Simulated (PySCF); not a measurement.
# Radial density of P (phosphorus, neutral)

UHF, [Ne] 3s2 3p3, high-spin 4S determinant. Calculation: PySCF 2.14, in aug-cc-pV(Q+d)Z with one added diffuse shell each of s, p, d, f, g type (8s7p6d4f3g, 114 functions); no relativity, point nucleus.

```csv
r (bohr),4πr²ρ (e/bohr),4πr²(ρα − ρβ)
0.00163,0.06980,0.0000
0.00275,0.1911,0.0000
0.00462,0.5109,0.0000
0.00777,1.316,0.0000
0.0131,3.176,-0.0001
0.0220,6.885,0.0001
0.0370,12.48,0.0017
0.0622,16.88,0.0113
0.105,14.87,0.0518
0.176,10.79,0.1594
0.296,14.79,0.2553
0.498,13.52,0.0829
0.838,3.898,0.1293
1.41,2.486,1.1665
2.37,1.903,1.2079
3.99,0.3058,0.2391
6.71,0.006961,0.0064
```
